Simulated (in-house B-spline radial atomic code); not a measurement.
Values are calculated unless marked as measured or tabulated.
# Ghost states of the separable form: Ge

Ge, [Ar] 3d10 4s2 4p2, non-relativistic LDA (VWN5), spherical and spin-unpolarised, from a B-spline radial code for spherical atoms (atomic units; all potentials screened as in the neutral atom).

Troullier-Martins channels: 4s (ε = -0.4265, r_c = 2.07 bohr), 4p (ε = -0.1499, r_c = 2.508 bohr), 3d (ε = -1.1173, r_c = 1.695 bohr). In the Kleinman-Bylander form one channel serves as the local potential, and each other channel l becomes |δV u><u δV|/<u|δV|u>, with δV = V_l − V_local and u the pseudo-orbital. Its strength is E_KB = <u|δV²|u>/<u|δV|u>. By the analysis of Gonze, Stumpf and Scheffler a spurious state lies below the reference level ε if E_KB > 0 and ε is above the second level of the local potential alone, or if E_KB < 0 and ε is above its first. The table's levels are those of angular momentum l in a sphere of 9 bohr, whose wall can lift a shallow ε a little above its free-atom value.

| local | channel | <u δV u> | <u δV² u> | ε | first local level | second local level |
| --- | --- | --- | --- | --- | --- | --- |
| p | s | 0.025565 | 0.11866 | -0.4265 | -0.5038 | 0.0027 |
| p | d | -8.899 | 119.15 | -1.1173 | 0.0855 | 0.3036 |
| s | p | -0.0024948 | 0.043559 | -0.1493 | -0.1534 | 0.1102 |
| s | d | -10.154 | 151.14 | -1.1173 | 0.0840 | 0.2988 |
| d | p | 0.12424 | 1.2588 | -0.1493 | -7.0671 | -0.1181 |
| d | s | 0.41428 | 5.7901 | -0.4265 | -13.2779 | -1.5657 |

Question: Apply the rule to each row.

Answer: Local p, channel s: E_KB = +4.64, so ε = -0.4265 is set against 0.0027: no ghost. Local p, channel d: E_KB = -13.4, so ε = -1.1173 is set against 0.0855: no ghost. Local s, channel p: E_KB = -17.5, so ε = -0.1493 is set against -0.1534: a ghost. Local s, channel d: E_KB = -14.9, so ε = -1.1173 is set against 0.0840: no ghost. Local d, channel p: E_KB = +10.1, so ε = -0.1493 is set against -0.1181: no ghost. Local d, channel s: E_KB = +14, so ε = -0.4265 is set against -1.5657: a ghost.

Diagonalising the separable Hamiltonian gives:

```tsv
local	channel	three lowest levels	all-electron, two lowest valence levels
p	s	-0.4265, 0.0275, 0.3308	-0.4265, 0.0275
p	d	-1.1173, 0.0934, 0.3310	-1.1173, 0.0899
s	p	-10.1958, -0.1493, 0.1107	-0.1493, 0.1104
s	d	-1.1173, 0.0926, 0.3275	-1.1173, 0.0899
d	p	-0.1493, 0.1102, 0.4399	-0.1493, 0.1104
d	s	-5.4004, -0.4265, 0.0275	-0.4265, 0.0275
```

Question: Which choices of local channel are safe?

Answer: Free of ghosts: p. With s local the p channel has a ghost 10.05 hartree below ε, since the attractive projector pulls a state below the first local level. With d local the s channel has a ghost 4.97 hartree below ε, since the local potential binds more than one state below ε, and a repulsive term of rank one raises each level at most to the next, so it clears only one of them. Among the safe choices the second level, which tests transfer, is off by at most 3.5 millihartree (p local). A small <u δV u> makes E_KB large and sensitive.
